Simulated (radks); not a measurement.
Question: Coherent X-ray form factor from a spherical all-electron density. All-electron calculation, scalar-relativistic Kohn-Sham, PBE, spin-unpolarised, spherical densities, point nucleus. Program: a radial shooting solver on a logarithmic mesh with Libxc functionals.

sin(theta)/lambda (1/angstrom)  f0 (electrons)
0.05                                    47.880
0.1                                     47.522
0.15                                    46.935
0.2                                     46.133
0.25                                    45.136
0.3                                     43.965
0.4                                     41.209
0.5                                     38.090
0.6                                     34.833
0.8                                     28.647
1                                       23.645
1.25                                    19.351
1.5                                     16.663
2                                       13.176

The species is in the configuration that NIST lists as its ground one. Which atom or ion scatters so?

Answer: The ytterbium ion Yb22+, [Kr] 4d10 4f2. Extrapolating in s^2 from the first two rows gives f0(0) = 48.0, near the electron count 48; among species with that count, the fall with angle is slower the higher Z, and the table is that of Z = 70; from so few rows the species is fixed only to a neighbour or two.
